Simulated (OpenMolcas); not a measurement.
**Ni2+ in Cs2NaYCl6**

Ni2+ with its 6 nearest chloride ions at 2.509 Å, on the Y site of Cs2NaYCl6 (a = 10.7396 Å, distance in the model lattice 2.619 Å). The rest of the host is ab initio model potentials to 7.6 Å, with orthogonalisation functions on the cations behind the ligands, and point charges beyond; the distance is set by hand and nothing relaxes, and no local charge compensation is placed. Ligand basis ANO-RCC-VDZP.
```
Ni    0.0000    0.0000    0.0000
Cl    2.5090    0.0000    0.0000
Cl    0.0000    2.5090    0.0000
Cl   -2.5090    0.0000    0.0000
Cl    0.0000   -2.5090    0.0000
Cl    0.0000    0.0000    2.5090
Cl    0.0000    0.0000   -2.5090
```

```yaml
Program: OpenMolcas 26.06
Method: CASSCF
Basis: ANO-RCC-VTZP [6s5p3d2f1g]
Scalar_Hamiltonian: DKH2, point nucleus
Active_space: 8 electrons in 5 orbitals (3d)
State_averaging: 2S+1 = 3 even, 10 roots; 2S+1 = 1 even, 15 roots
Spin-orbit_coupling: state interaction with AMFI integrals over the reference wave functions
```

The lowest spin-free states (labels of O, the rotations of Oh), above the lowest:

| State | Degeneracy | E (cm-1) | Free-ion L (%) |
| --- | --- | --- | --- |
| 3A2 | 1 | 0.0 | F (100) |
| 3T2 | 3 | 3649 | F (100) |
| 3T1 | 3 | 6451 | F (99) |
| 1E | 2 | 17707 | D (91) |
| 1T2 | 3 | 20688 | D (97) |
| 3T1 | 3 | 23682 | P (99) |
| 1A1 | 1 | 27151 | G (99) |
| 1T1 | 3 | 28245 | G (100) |
| 1E | 2 | 30078 | G (91) |
| 1T2 | 3 | 30813 | G (97) |
| 1A1 | 1 | 65323 | S (99) |

The lowest levels with spin-orbit coupling:

| E (cm-1) | Degeneracy | Label | 2S+1 |
| --- | --- | --- | --- |
| 0.0 | 3 | T2 | 3 |
| 3372 | 2 | E | 3 |
| 3553 | 3 | T1 | 3 |
| 4099 | 3 | T2 | 3 |
| 4206 | 1 | A2 | 3 |
| 5690 | 1 | A1 | 3 |
| 6339 | 3 | T1 | 3 |
| 7265 | 3 | T2 | 3 |
| 7391 | 2 | E | 3 |
| 17912 | 2 | E | 1 |
| 20651 | 3 | T2 | 1 (90 %) |
| 23703 | 2 | E | 3 |
| 23911 | 3 | T2 | 3 |
| 24233 | 3 | T1 | 3 |
| 24489 | 1 | A1 | 3 |
| 27405 | 1 | A1 | 1 |
| 28493 | 3 | T1 | 1 |
| 30338 | 2 | E | 1 |
| 31062 | 3 | T2 | 1 |
| 65613 | 1 | A1 | 1 |

Powder χT (cm3 K/mol): 1.64 at 2 K, 1.65 at 10 K, 1.67 at 50 K, 1.69 at 100 K, 1.74 at 200 K, 1.8 at 300 K. The effective moment at 300 K is 2.828 √(χT) = 3.79 μB.

The lowest level has 2S+1 = 3, for which the spin-only value is χT = S(S+1) / 2 = 1.000 cm3 K/mol (g = 2). The computed 1.795 at 300 K differs by +0.795, through orbital momentum, spin-orbit coupling and any other state in reach.

Metal share of the active 3d orbitals (Löwdin): 96, 96, 99, 99, 99 %; Mulliken charge of the metal 1.12.

A least-squares ligand-field fit to the states below 45000 cm-1, each weighted by its degeneracy and with a free common offset, gives 10Dq = 3703 cm-1, B = 1275 cm-1 and C = 4684 cm-1 (C/B = 3.67), with an rms deviation of 45 cm-1.

Without dynamic correlation the repulsion within the d shell is too large (B by tens of per cent), so at a given field states of lower spin stand too high. Ligand-to-metal charge-transfer states are missing. With no ligand orbital active B as a rule stays too high, so bands that hang on it stand too high and its fall with covalency is understated. With metal d orbitals alone and no dynamic correlation the field as a rule comes out too small, by tens of per cent, by up to half for chloride and softer ligands, and the orbital part of g and χT, which goes as 1/10Dq, too large. No measured value stands beside these numbers; the geometry was set by hand and not optimised.
